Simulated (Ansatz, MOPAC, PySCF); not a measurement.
Ligands exchanged one at a time, Al I-SH. Isolated molecules, 0 K electronic values unless said otherwise. One relaxed conformer stands for each flexible species; it need not be the lowest. Strings in code marks are SMILES.

Quantity: vertical ionisation energy (energy after one electron is removed minus that of the parent at the parent's geometry), in eV.

Level 1: frozen-core MP2/def2-TZVPP // B3LYP-D3(BJ)/def2-TZVP (Ansatz, a program for electronic structure)
Level 2: B3LYP/6-31G* // B3LYP-D3(BJ)/def2-TZVP (PySCF)
Level 3: minus the HOMO energy of B3LYP-D3(BJ)/def2-TZVP (PySCF)
Level 4: minus the HOMO energy of PM3 // B3LYP-D3(BJ)/def2-TZVP (MOPAC)

```tsv
species	level 2	level 3	level 4
`[SH][Al]([SH])[SH]`	9.50	7.45	9.93
```

### Question
What does level 1 give for each?

### Answer

- `[SH][Al]([SH])[SH]`: 10.16
